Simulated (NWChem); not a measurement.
System: hydrogen selenide (H2Se); SMILES [SeH2]

NWChem printed, in part:

```
             Northwest Computational Chemistry Package (NWChem) 7.3.0
             --------------------------------------------------------

 C2V symmetry detected

                             Geometry "geometry" -> ""
                             -------------------------

 Output coordinates in angstroms (scale by  1.889725989 to convert to a.u.)

  No.       Tag          Charge          X              Y              Z
 ---- ---------------- ---------- -------------- -------------- --------------
    1 Se                  34.0000     0.00000000     0.00000000     0.05798378
    2 H                    1.0000     1.05384500     0.00000000    -0.98572422
    3 H                    1.0000    -1.05384500     0.00000000    -0.98572422

 Effective nuclear repulsion energy (a.u.)      24.5119782789

      Symmetry information
      --------------------

 Group name             C2v
 Group number             16
 Group order               4
 No. of unique centers     2

                                 NWChem DFT Module
                                 -----------------

 Summary of "ao basis" -> "ao basis" (spherical)
 ------------------------------------------------------------------------------
       Tag                 Description            Shells   Functions and Types
 ---------------- ------------------------------  ------  ---------------------
 Se                         cc-pvtz                 15       43   6s5p3d1f
 H                          cc-pvtz                  6       14   3s2p1d

      Symmetry analysis of basis
      --------------------------

        a1         29
        a2          8
        b1         20
        b2         14

            General Information
            -------------------
          SCF calculation type: DFT
          Wavefunction type:  closed shell.
          No. of atoms     :     3
          No. of electrons :    36
           Alpha electrons :    18
            Beta electrons :    18
          Charge           :     0
          Spin multiplicity:     1
          Use of symmetry is: on ; symmetry adaption is: on
          Maximum number of iterations: 150
          AO basis - number of functions:    71
                     number of shells:    27
          Convergence on energy requested:  1.00D-06
          Convergence on density requested:  1.00D-05
          Convergence on gradient requested:  5.00D-04

              XC Information
              --------------
                     Hartree-Fock (Exact) Exchange  1.000
                   CAM-Becke88 Exchange Functional  1.000
                      VWN V Correlation Functional  0.190 local
              Lee-Yang-Parr Correlation Functional  0.810

           Range-Separation Parameters
           ---------------------------
           Alpha           :  0.19
           Beta            :  0.46
           Gamma           :  0.33
           Short-Range HF  :     F

             Grid Information
             ----------------
          Grid used for XC integration:  medium
          Radial quadrature: Mura-Knowles
          Angular quadrature: Lebedev.
          Tag              B.-S. Rad. Rad. Pts. Rad. Cut. Ang. Pts.
          ---              ---------- --------- --------- ---------
          Se                  1.15      112           7.0       590
          H                   0.35       45           8.0       434
          Grid pruning is: on
          Number of quadrature shells:   157
          Spatial weights used:  Erf1

      Superposition of Atomic Density Guess
      -------------------------------------

 Sum of atomic energies:       -2400.85094420

      Non-variational initial energy
      ------------------------------

 Total energy =   -2400.977246
 1-e energy   =   -3392.921109
 2-e energy   =     967.431885
 HOMO         =      -0.292149
 LUMO         =       0.053728

      Symmetry analysis of molecular orbitals - initial
      -------------------------------------------------

  Numbering of irreducible representations:

     1 a1          2 a2          3 b1          4 b2

  Orbital symmetries:

     1 a1          2 a1          3 b1          4 a1          5 b2
     6 a1          7 b1          8 a1          9 b2         10 b1
    11 a1         12 a1         13 a2         14 b2         15 a1
    16 b1         17 a1         18 b2         19 b1         20 a1
    21 b1         22 a1         23 b2         24 a1         25 a1
    26 a2         27 b2         28 b1

   convergence    iter        energy       DeltaE   RMS-Dens  Diis-err
 ---------------- ----- ----------------- --------- --------- ---------
 d= 0,ls=0.0,diis     1  -2402.8945085253 -2.43D+03  5.06D-03  3.45D-01
 d= 0,ls=0.0,diis     2  -2402.9129221086 -1.84D-02  1.74D-03  5.00D-02
 d= 0,ls=0.0,diis     3  -2402.9162394766 -3.32D-03  5.09D-04  5.28D-03
 d= 0,ls=0.0,diis     4  -2402.9166661265 -4.27D-04  7.56D-05  1.19D-04
 d= 0,ls=0.0,diis     5  -2402.9166777291 -1.16D-05  2.22D-05  3.61D-06
 d= 0,ls=0.0,diis     6  -2402.9166784833 -7.54D-07  6.80D-06  2.07D-07

         Total DFT energy =    -2402.916678483271
      One electron energy =    -3393.257763973200
           Coulomb energy =     1053.799510581229
    Exchange-Corr. energy =      -87.970403370193
 Nuclear repulsion energy =       24.511978278893

 Numeric. integr. density =       36.000009697108

                  Occupations of the irreducible representations
                  ----------------------------------------------

                     irrep           alpha         beta
                     --------     --------     --------
                     a1                9.0          9.0
                     a2                1.0          1.0
                     b1                4.0          4.0
                     b2                4.0          4.0

                       DFT Final Molecular Orbital Analysis
                       ------------------------------------

 Vector   16  Occ=2.000000D+00  E=-4.790545D-01  Symmetry=b1
              MO Center= -1.1D-14,  1.5D-14, -5.1D-01, r^2= 1.8D+00
   Bfn.  Coefficient  Atom+Function         Bfn.  Coefficient  Atom+Function
  ----- ------------  ---------------      ----- ------------  ---------------
    13      0.359444  1 Se px                45      0.212257  2 H  s
    59     -0.212257  3 H  s                 16      0.208068  1 Se px
    44      0.135813  2 H  s                 58     -0.135813  3 H  s
    46      0.120431  2 H  s                 60     -0.120431  3 H  s
    19      0.111645  1 Se px                25     -0.061676  1 Se d  1

 Vector   17  Occ=2.000000D+00  E=-4.190818D-01  Symmetry=a1
              MO Center=  6.8D-15, -4.6D-17,  2.0D-02, r^2= 1.9D+00
   Bfn.  Coefficient  Atom+Function         Bfn.  Coefficient  Atom+Function
  ----- ------------  ---------------      ----- ------------  ---------------
    15      0.394177  1 Se pz                 6      0.263199  1 Se s
     4      0.229843  1 Se s                 18      0.227846  1 Se pz
    21      0.177939  1 Se pz                45     -0.168484  2 H  s
    59     -0.168484  3 H  s                  5      0.132084  1 Se s
    46     -0.099389  2 H  s                 60     -0.099389  3 H  s

 Vector   18  Occ=2.000000D+00  E=-3.100618D-01  Symmetry=b2
              MO Center= -2.4D-15, -1.2D-15,  1.1D-02, r^2= 1.8D+00
   Bfn.  Coefficient  Atom+Function         Bfn.  Coefficient  Atom+Function
  ----- ------------  ---------------      ----- ------------  ---------------
    14      0.517381  1 Se py                20      0.373918  1 Se py
    17      0.285799  1 Se py                11     -0.040539  1 Se py

 Vector   19  Occ=0.000000D+00  E= 3.890159D-02  Symmetry=b1
              MO Center= -3.3D-13, -1.5D-15, -2.3D-01, r^2= 3.6D+00
   Bfn.  Coefficient  Atom+Function         Bfn.  Coefficient  Atom+Function
  ----- ------------  ---------------      ----- ------------  ---------------
    19      1.048378  1 Se px                46     -1.003352  2 H  s
    60      1.003352  3 H  s                 13      0.328586  1 Se px
    45     -0.189832  2 H  s                 59      0.189832  3 H  s
    16      0.188671  1 Se px                44     -0.101849  2 H  s
    58      0.101849  3 H  s                 25      0.087206  1 Se d  1

 Vector   20  Occ=0.000000D+00  E= 4.602524D-02  Symmetry=a1
              MO Center=  3.6D-13, -5.8D-16, -5.8D-01, r^2= 4.9D+00
   Bfn.  Coefficient  Atom+Function         Bfn.  Coefficient  Atom+Function
  ----- ------------  ---------------      ----- ------------  ---------------
     6      1.426137  1 Se s                 46     -1.308370  2 H  s
    60     -1.308370  3 H  s                 21     -1.060173  1 Se pz
    15     -0.295582  1 Se pz                 4      0.235551  1 Se s
    18     -0.136869  1 Se pz                 5      0.129075  1 Se s
    45     -0.099142  2 H  s                 59     -0.099142  3 H  s

 Vector   21  Occ=0.000000D+00  E= 2.129253D-01  Symmetry=b1
              MO Center= -9.9D-14, -3.3D-15, -4.7D-01, r^2= 5.6D+00
   Bfn.  Coefficient  Atom+Function         Bfn.  Coefficient  Atom+Function
  ----- ------------  ---------------      ----- ------------  ---------------
    13      0.904524  1 Se px                46     -0.861737  2 H  s
    60      0.861737  3 H  s                 19     -0.721301  1 Se px
    10      0.344048  1 Se px                45      0.316784  2 H  s
    59     -0.316784  3 H  s                 35      0.230058  1 Se d  1
    50      0.064861  2 H  px                64      0.064861  3 H  px

     Multipole analysis of the density
     ---------------------------------

     L   x y z        total         alpha         beta         nuclear
     -   - - -        -----         -----         ----         -------
     0   0 0 0     -0.000000    -18.000000    -18.000000     36.000000

     1   1 0 0      0.000000      0.000000      0.000000      0.000000
     1   0 1 0      0.000000      0.000000      0.000000      0.000000
     1   0 0 1     -0.305582     -0.152791     -0.152791      0.000000

     2   2 0 0    -13.139983    -10.535977    -10.535977      7.931972
     2   1 1 0      0.000000      0.000000      0.000000      0.000000
     2   1 0 1     -0.000000     -0.000000     -0.000000      0.000000
     2   0 2 0    -16.634816     -8.317408     -8.317408      0.000000
     2   0 1 1     -0.000000     -0.000000     -0.000000      0.000000
     2   0 0 2    -13.924127    -10.636004    -10.636004      7.347881

                                 NWChem DFT Module
                                 -----------------

      Symmetry analysis of basis
      --------------------------

        a1         29
        a2          8
        b1         20
        b2         14

            General Information
            -------------------
          SCF calculation type: DFT
          Wavefunction type:  spin polarized.
          No. of atoms     :     3
          No. of electrons :    35
           Alpha electrons :    18
            Beta electrons :    17
          Charge           :     1
          Spin multiplicity:     2
          Use of symmetry is: on ; symmetry adaption is: on
          Maximum number of iterations: 150
          This is a Direct SCF calculation.
          AO basis - number of functions:    71
                     number of shells:    27
          Convergence on energy requested:  1.00D-06
          Convergence on density requested:  1.00D-05
          Convergence on gradient requested:  5.00D-04

              XC Information
              --------------
                     Hartree-Fock (Exact) Exchange  1.000
                   CAM-Becke88 Exchange Functional  1.000
                      VWN V Correlation Functional  0.190 local
              Lee-Yang-Parr Correlation Functional  0.810

           Range-Separation Parameters
           ---------------------------
           Alpha           :  0.19
           Beta            :  0.46
           Gamma           :  0.33
           Short-Range HF  :     F

             Grid Information
             ----------------
          Grid used for XC integration:  medium
          Radial quadrature: Mura-Knowles
          Angular quadrature: Lebedev.
          Tag              B.-S. Rad. Rad. Pts. Rad. Cut. Ang. Pts.
          ---              ---------- --------- --------- ---------
          Se                  1.15      112           7.0       590
          H                   0.35       45           8.0       434
          Grid pruning is: on
          Number of quadrature shells:   157
          Spatial weights used:  Erf1

      Superposition of Atomic Density Guess
      -------------------------------------

 Sum of atomic energies:       -2400.85094420

 Renormalizing density from      36.00 to     35

      Non-variational initial energy
      ------------------------------

 Total energy =   -2359.729178
 1-e energy   =   -3298.673300
 2-e energy   =     914.432144
 HOMO         =      -0.797058
 LUMO         =      -0.323418

   Symmetry analysis of molecular orbitals - initial alpha
   -------------------------------------------------------

  Numbering of irreducible representations:

     1 a1          2 a2          3 b1          4 b2

  Orbital symmetries:

     1 a1          2 a1          3 b1          4 a1          5 b2
     6 a1          7 b1          8 a1          9 b2         10 b1
    11 a1         12 a1         13 a2         14 b2         15 a1
    16 b1         17 a1         18 b2         19 b1         20 a1
    21 a1         22 b1         23 a1         24 a1         25 b2
    26 a2         27 b2         28 b1

   Symmetry analysis of molecular orbitals - initial beta
   ------------------------------------------------------

  Numbering of irreducible representations:

     1 a1          2 a2          3 b1          4 b2

  Orbital symmetries:

     1 a1          2 a1          3 b1          4 a1          5 b2
     6 a1          7 b1          8 a1          9 b2         10 b1
    11 a1         12 a1         13 a2         14 b2         15 a1
    16 b1         17 a1         18 b2         19 b1         20 a1
    21 a1         22 b1         23 a1         24 a1         25 b2
    26 a2         27 b2         28 b1

   convergence    iter        energy       DeltaE   RMS-Dens  Diis-err
 ---------------- ----- ----------------- --------- --------- ---------
 d= 0,ls=0.0,diis     1  -2402.1215480521 -2.43D+03  1.47D-02  2.50D+00
                                                     1.41D-02  2.48D+00
 d= 0,ls=0.0,diis     2  -2402.3016027401 -1.80D-01  5.91D-03  1.55D+00
                                                     5.66D-03  1.51D+00
 d= 0,ls=0.0,diis     3  -2402.5541973931 -2.53D-01  1.79D-04  4.28D-04
                                                     1.49D-04  4.52D-04
 d= 0,ls=0.0,diis     4  -2402.5543904073 -1.93D-04  5.57D-05  1.45D-05
                                                     3.30D-05  7.40D-06
 d= 0,ls=0.0,diis     5  -2402.5544039192 -1.35D-05  1.02D-05  6.25D-07
                                                     1.73D-05  1.69D-06
  Resetting Diis
 d= 0,ls=0.0,diis     6  -2402.5544054291 -1.51D-06  7.58D-06  1.96D-07
                                                     5.89D-06  7.43D-08
 d= 0,ls=0.0,diis     7  -2402.5544057181 -2.89D-07  1.73D-06  1.64D-08
                                                     2.44D-06  2.79D-08

         Total DFT energy =    -2402.554405718119
      One electron energy =    -3380.751988053349
           Coulomb energy =     1041.378286732101
    Exchange-Corr. energy =      -87.692682675763
 Nuclear repulsion energy =       24.511978278893

 Numeric. integr. density =       35.000009556135

                  Occupations of the irreducible representations
                  ----------------------------------------------

[...]
```

Level: CAM-B3LYP/cc-pVTZ, vertical spin-unrestricted ions. Coordinates come from a PBE-D3(BJ)/def2-SVP optimisation.

Reconstruct the input file.

Several could match; the one computed here: the input that was run:
```
start job
memory heap 200 mb stack 900 mb global 1100 mb
geometry units angstroms noautoz
  Se     0.000000     0.000000     0.082019
  H      1.053845     0.000000    -0.961689
  H     -1.053845     0.000000    -0.961689
end
basis spherical
  Se library cc-pvtz
  H library cc-pvtz
end
dft
  xc xcamb88 1.00 lyp 0.81 vwn_5 0.19 hfexch 1.00
  cam 0.33 cam_alpha 0.19 cam_beta 0.46
  iterations 150
  vectors input atomic output neutral.movecs
end
task dft energy
charge 1
dft
  odft
  mult 2
  vectors input atomic output cation.movecs
end
task dft energy
```
